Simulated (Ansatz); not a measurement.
Frontier orbitals of FH₂InS₂ (`[F][In]([SH])[SH]`).

```json
{"atom": "F1", "x (Å)": "0.4590", "y (Å)": "0.7663", "z (Å)": "2.0960"}
{"atom": "In2", "x (Å)": "-0.0664", "y (Å)": "0.1973", "z (Å)": "0.3105"}
{"atom": "S3", "x (Å)": "1.4738", "y (Å)": "-1.2744", "z (Å)": "-0.7041"}
{"atom": "S4", "x (Å)": "-2.1077", "y (Å)": "1.0947", "z (Å)": "-0.4518"}
{"atom": "H5", "x (Å)": "2.2718", "y (Å)": "-1.2331", "z (Å)": "0.3781"}
{"atom": "H6", "x (Å)": "-2.0306", "y (Å)": "0.4491", "z (Å)": "-1.6287"}
```

Charge 0, multiplicity 1. Correlated methods include outer-core shells of In, which these sets cover unevenly. In: def2 effective core potential. All single points use the PBE0-D4/def2-TZVP geometry. It is one conformer, not always the lowest. Basis def2-TZVPP, the Gaussian-basis code of Ansatz.

| functional | HOMO (eV) | LUMO (eV) | gap (eV) |
| --- | --- | --- | --- |
| PBE | -6.69 | -2.96 | 3.73 |
| B97M-V | -7.03 | -2.78 | 4.25 |
| PBE0 | -7.93 | -2.11 | 5.82 |
| r2SCAN0 | -8.12 | -1.99 | 6.13 |
| CAM-B3LYP | -9.23 | -1.17 | 8.06 |
| ωB97X-V | -10.27 | -0.06 | 10.21 |
| ωB97M-V | -10.09 | -0.21 | 9.88 |

From PBE to PBE0 the HOMO moves by −1.23 eV and the LUMO by +0.86 eV, and with ωB97M-V by −3.40 and +2.75 eV, so the gap grows from 3.73 to 9.88 eV with exact exchange.
